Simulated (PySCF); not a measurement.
## Ionising NaI

RHF-SCS-MP2; Na aug-cc-pVDZ, I aug-cc-pVDZ-PP with ECP28; scalar-relativistic core potentials (PySCF 2.14). Neutral (RHF): singlet (closed shell), Re = 2.785 Å, ωe = 238 cm⁻¹, De = 3.18 eV.

NaI⁺ (UHF): doublet (π ↑), Re = 3.213 Å, ωe = 124 cm⁻¹, De = 0.43 eV to Na⁺ + I. The energies at the minima are -456.72085 hartree for NaI and -456.43748 for NaI⁺.

Q: Work out the adiabatic ionisation energy, without and with harmonic zero-point energies (1 hartree = 27.2114 eV, 1 eV = 8065.5 cm⁻¹), and the change of the bond length.

A: At SCS-MP2: 0.28337 hartree = 7.711 eV between the minima; the zero-point term (124.0 − 238.0)/2 cm⁻¹ = -0.007 eV makes it 7.704 eV. Re changes by +42.8 pm against the neutral. The electron leaves a π orbital, and the ion is left as a loose complex of an ion and an atom.

NaI⁻ (UHF): doublet (σ ↑), Re = 3.000 Å, ωe = 164 cm⁻¹, De = 0.92 eV to Na + I⁻. The energies at the minima are -456.72085 hartree for NaI and -456.75173 for NaI⁻.

Q: Work out the adiabatic electron affinity, without and with harmonic zero-point energies (1 hartree = 27.2114 eV, 1 eV = 8065.5 cm⁻¹), and the change of the bond length.

A: At SCS-MP2: 0.03088 hartree = 0.840 eV between the minima; the zero-point term (238.0 − 164.0)/2 cm⁻¹ = +0.005 eV makes it 0.845 eV. Re changes by +21.5 pm against the neutral. The electron enters a σ orbital, and the longer bond of the ion fits an antibonding orbital, or a change in how ionic the bond is.

Correlated steps freeze 5 core orbitals. Weak bonds: NaI⁺. Basis-set superposition, not corrected here, can be much of De in a small basis, most of all at correlated wavefunction levels. Spin–orbit coupling is left out, which matters for elements this heavy, above all for dissociation energies. For an ion De counts to the pair picked by the measured ionisation energies or electron affinities, which need not be the lowest pair at this level. Where the molecule has an RHF reference, its open-shell atoms are computed with UHF. States were picked by a PBE0 search and need not be the measured ground states.

Neutral and ion stand on different kinds of reference determinant, which adds to the error of the difference.
